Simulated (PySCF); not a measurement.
A structure optimised at PBE-D3(BJ)/def2-TZVP, used in a PySCF frequency run:

```
Si
O 1 1.5101
O 1 1.5621 2 173.14
H 3 0.9819 1 132.91 2 180.00
```
Charge +1, spin multiplicity 1.

Problem. Write its SMILES, formula and point group.

Solution. O=[Si]=[OH+], HO2Si, Cs

Problem. What are its rotational constants (standard atomic weights)?

Solution. 1005.2, 6.2930, 6.2538 GHz
